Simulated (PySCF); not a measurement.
First SCF of a structure search on singlet Li2Cl2, at a hand-made butterfly geometry. PySCF input:

```python
from pyscf import gto, scf, dft
mol = gto.M(atom='''
Li     1.330000     0.000000     0.000000
Li    -1.330000     0.000000     0.000000
Cl     0.000000     1.276000     1.392000
Cl     0.000000    -1.276000     1.392000''',
    basis={'Li': 'def2-TZVP', 'Cl': 'def2-TZVP'},
    charge=0, spin=0)
mf = dft.RKS(mol, xc='PBE0')
mf.grids.atom_grid = (50, 194)
aux = {'Li': 'def2-universal-JKFIT', 'Cl': 'def2-universal-JKFIT'}
mf = mf.density_fit(auxbasis=aux)
mf.conv_tol = 1e-08
mf.diis_space = 10
mf.max_cycle = 60
mf.init_guess = 'minao'
mf.verbose = 4
mf.kernel()
```

Excerpt of the output (cycles and frontier levels):

```
init E= -935.249918327648
  HOMO = -0.321781647883757  LUMO = -0.109679190341879  gap/eV = 5.77160
cycle= 1 E= -935.172351237893  delta_E= 0.0776  |g|= 0.477  |ddm|=  1.3
  HOMO = -0.073016557875617  LUMO = -0.0572557589015941  gap/eV = 0.42887
cycle= 2 E= -935.148555347744  delta_E= 0.0238  |g|= 0.625  |ddm|= 1.34
  HOMO = -0.174210531814118  LUMO = -0.0624906367930897  gap/eV = 3.04005
cycle= 3 E= -935.251577315207  delta_E= -0.103  |g|= 0.0375  |ddm|= 0.682
  HOMO = -0.180100535123703  LUMO = -0.0648560568244818  gap/eV = 3.13596
cycle= 4 E= -935.251810836794  delta_E= -0.000234  |g|= 0.0175  |ddm|= 0.0389
  HOMO = -0.180500377006304  LUMO = -0.0638554166672058  gap/eV = 3.17407
cycle= 5 E= -935.251893017221  delta_E= -8.22e-05  |g|= 0.00207  |ddm|= 0.0127
  HOMO = -0.180599861642005  LUMO = -0.0638812043918371  gap/eV = 3.17608
cycle= 6 E= -935.25189400532  delta_E= -9.88e-07  |g|= 0.000635  |ddm|= 0.00162
  HOMO = -0.180620154808533  LUMO = -0.0638554391046  gap/eV = 3.17733
cycle= 7 E= -935.251894101342  delta_E= -9.6e-08  |g|= 9.1e-05  |ddm|= 0.000468
  HOMO = -0.180622363118751  LUMO = -0.0638533950374125  gap/eV = 3.17745
cycle= 8 E= -935.251894103691  delta_E= -2.35e-09  |g|= 7.44e-06  |ddm|= 7.64e-05
  HOMO = -0.180618525809553  LUMO = -0.0638525693537346  gap/eV = 3.17736
Extra cycle  E= -935.251894103697  delta_E= -5.91e-12  |g|= 8.17e-06  |ddm|= 1.89e-05
converged SCF energy = -935.251894103697
```

No lower solution of this spin was found by a stability analysis within the restricted form, which does not test spin polarisation.

The search for the lowest solution, with the stability check, took of the order of 7 core-seconds on a shared host.
